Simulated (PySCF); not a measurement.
FH₃NO₂Ta, SMILES [Ta](=[NH])([OH])([OH])[F], multiplicity 1.

Geometry optimised at B3LYP-D3(BJ)/def2-SVP. The multiplicity is an assumed one; no other spin state was optimised. The structure was generated by enumeration; whether it is a known compound was not checked. The def2 effective core potentials stand for the cores of Ta; spin–orbit coupling is left out. Other conformers were not sampled.

All values below come from PBE/def2-TZVP (PySCF).

Question: Estimate the frontier levels, gap, dipole moment and polarisability. (Estimate from the structure and the level; the computed values follow.)

Answer: 
```yaml
highest_occupied_level: -6.46 eV
lowest_empty_level: -1.10 eV
orbital_gap: 5.37 eV
dipole_moment: 2.61 D
quadrupole, principal values (traceless, Buckingham form, about the centre of nuclear charge): -6.42, -1.69, 8.11 D·Å
mean_static_polarisability: 53.0 bohr³ (7.86 Å³)
polarisability_principal_values: 47.0, 54.2, 57.9 bohr³
```
